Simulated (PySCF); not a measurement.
# Electronic structure of Ar⁺ (argon, charge +1) at the UHF level

Configuration: [Ne] 3s1 3p6, 2S determinant (an excited configuration). Computed with PySCF 2.14 in ANO-RCC-VTZP (5s4p2d1f, 34 functions), with the spin-free X2C one-electron Hamiltonian (Gaussian nucleus).

```json
{
  "Total energy": "-527.399987 hartree",
  "One-electron energy": "-720.4781 hartree",
  "Hartree (Coulomb) energy": "222.8436 hartree",
  "Exchange energy": "-29.7655 hartree",
  "⟨S²⟩": "0.7608",
  "⟨L²⟩": "0.000",
  "Sum of ⟨r⟩": "13.97 bohr",
  "Sum of ⟨r²⟩": "20.90 bohr²",
  "Langevin diamagnetic susceptibility": "-16.6 ×10⁻⁶ cm³/mol"
}
```

```tsv
shell	electrons	mean orbital energy (eV)	rms radius, mean of both spins (bohr)
1s α	1	-3257.2	0.0991
1s β	1	-3256.3	0.0991
2s α	1	-353.90	0.447
2s β	1	-352.36	0.447
2p α	3	-276.85	0.416
2p β	3	-276.09	0.416
3s α	1	-50.074	1.46
3p α	3	-30.211	1.70
3p β	3	-26.042	1.70
```

Densities and radii are taken from the X2C orbitals without a picture-change correction, which distorts them close to the nucleus.
